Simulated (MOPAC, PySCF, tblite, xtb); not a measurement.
Potential energy curve for SiS, singlet.

Methods: GFN2-xTB, 300 K electronic temperature (tblite); RKS-BLYP = restricted BLYP/cc-pVTZ run with PySCF; PM7, restricted, heats of formation (MOPAC); UCCSD = CCSD on UHF/cc-pVTZ, 10 core orbitals frozen in PySCF 2.14.0; GFN1-xTB (xtb).

Energies are in kJ/mol, each relative to the lowest point of its own curve near equilibrium.

| R / Å | GFN2-xTB | RKS-BLYP | PM7 | UCCSD | GFN1-xTB |
|---|---|---|---|---|---|
| 1.45 | 2228.7 | 840.1 | 312.3 | 833.4 | 1620.8 |
| 1.53 | 1253.2 | 518.0 | 199.1 | 506.9 | 929.2 |
| 1.64 | ? | 238.0 | 87.6 | 224.9 | 387.8 |
| 1.73 | 224.6 | 106.8 | 32.6 | 95.0 | 160.3 |
| 1.82 | 76.9 | 35.2 | 4.9 | 26.8 | 47.3 |
| 1.86 | 41.2 | 17.4 | 0.0 | 11.1 | 21.4 |
| 1.93 | 7.5 | 1.8 | 0.6 | 0.0 | 1.0 |
| 1.97 | 0.0 | 0.0 | 5.4 | ? | 0.0 |
| 2.05 | 2.0 | ? | 23.1 | 16.0 | 14.4 |
| 2.12 | 15.6 | 24.7 | ? | 39.1 | 39.4 |
| 2.26 | 59.6 | 74.1 | 102.8 | 106.2 | 109.6 |
| 2.42 | 119.6 | 143.2 | 177.1 | 192.6 | 205.4 |
| 2.59 | 184.1 | 219.3 | 252.9 | 279.5 | 312.7 |
| 2.89 | 286.4 | 342.4 | 360.5 | 395.5 | 491.7 |
| 3.22 | 374.2 | 450.6 | 440.1 | 476.2 | 646.4 |
| 3.51 | 426.9 | 522.4 | 483.5 | 524.1 | ? |
| 3.91 | — | 592.6 | 515.7 | 535.9 | — |
| 4.29 | — | 636.6 | 529.0 | 540.4 | — |
| 4.71 | — | 667.9 | 535.9 | 542.9 | — |
| 5.21 | — | 690.3 | 536.0 | 544.4 | — |
| 5.83 | — | ? | 536.8 | 545.4 | — |
| 6.74 | — | 715.0 | 536.9 | 545.9 | — |
| 7.79 | — | — | 536.9 | 546.1 | — |

Problem. Complete the blanks.

Solution. 
- 1.64, GFN2-xTB: 521.6
- 1.97, UCCSD: 1.2
- 2.05, RKS-BLYP: 8.1
- 2.12, PM7: 45.4
- 3.51, GFN1-xTB: 741.9
- 5.83, RKS-BLYP: 705.3

Dashes: no converged value, or the column stops at the first point that the program doubted or that broke a chosen test of continuity, which isn't proof of a fault.

The restricted form behind RKS-BLYP, PM7 keeps the bonding electrons paired and can't separate into open-shell fragments. The unrestricted solution behind UCCSD changes between 2.59 and 2.89 Å, which can leave a kink. The unrestricted determinant behind UCCSD is spin-contaminated at 2.26 to 7.79 Å (<S²> up to 2.0, against 0.00 for a pure singlet).
